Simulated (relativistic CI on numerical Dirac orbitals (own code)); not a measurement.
# Hyperfine structure of Yb42+, mass number 171

Method of calculation: Dirac-Coulomb-Breit CI, KLI orbitals optimised for each configuration, QED by a radiative potential, unscaled Slater integrals (own radial code, finite nucleus).

CI space (outside the closed core [Ne]): 3s²3p⁶3d¹⁰, 3s²3p⁶3d⁹4s, 3s²3p⁶3d⁹4p, 3s²3p⁶3d⁹4d, 3s²3p⁵3d¹⁰4s, 3s²3p⁶3d⁹4f, 3s²3p⁵3d¹⁰4p, 3s²3p⁶3d⁸4s², 3s²3p⁵3d¹⁰4d, 3s²3p⁶3d⁸4s4p, 3s3p⁶3d¹⁰4s, 3s²3p⁶3d⁹5s, 3s²3p⁶3d⁸4p², 3s²3p⁵3d¹⁰4f, 3s²3p⁶3d⁸4s4d, 3s²3p⁶3d⁹5p. Levels of other configurations are missing.

Nuclear spin I = 1/2, μ = 0.4923 μN (tables of Stone and Pyykkö). The electronic factors are computed for point nuclear moments, without core polarisation or the Bohr-Weisskopf and QED corrections.

| Level | E (eV) | A (GHz) |
| --- | --- | --- |
| 3s²3p⁶3d⁹4s ³D3 | 1338.28 | 242.7 |
| 3s²3p⁶3d⁹4s ¹D2 | 1340.00 | -181.6 |
| 3s²3p⁶3d⁹4s ³D1 | 1388.93 | -231.4 |
| 3s²3p⁶3d⁹4s ³D2 | 1390.07 | 382.6 |
| 3s²3p⁶3d⁹4p ³P°2 | 1425.41 | -33.74 |
| 3s²3p⁶3d⁹4p ³F°2 | 1476.11 | 159.7 |
| 3s²3p⁶3d⁹4p ³F°4 | 1502.05 | 37.62 |
| 3s²3p⁶3d⁹4p ¹D°2 | 1503.96 | 33.59 |

Levels with J = 0, under 50 % of one LS term, or S terms without an open s electron are left out. Small factors come from cancelling terms and can be off by tens of per cent or more.

At this charge energies of transitions that change n are usually good to better than 1 %, and those within a shell (Δn = 0) to a few per cent.

Task: Give the hyperfine levels of 3s²3p⁶3d⁹4s ³D3 relative to its centre of gravity.

Result: With K = F(F + 1) − I(I + 1) − J(J + 1), E = AK/2: F = 5/2: -485.3, F = 7/2: 364 GHz.

LS names give the leading component of a level, which can be under half, so a name can repeat, a term be missing and a line seem to break the LS rules.
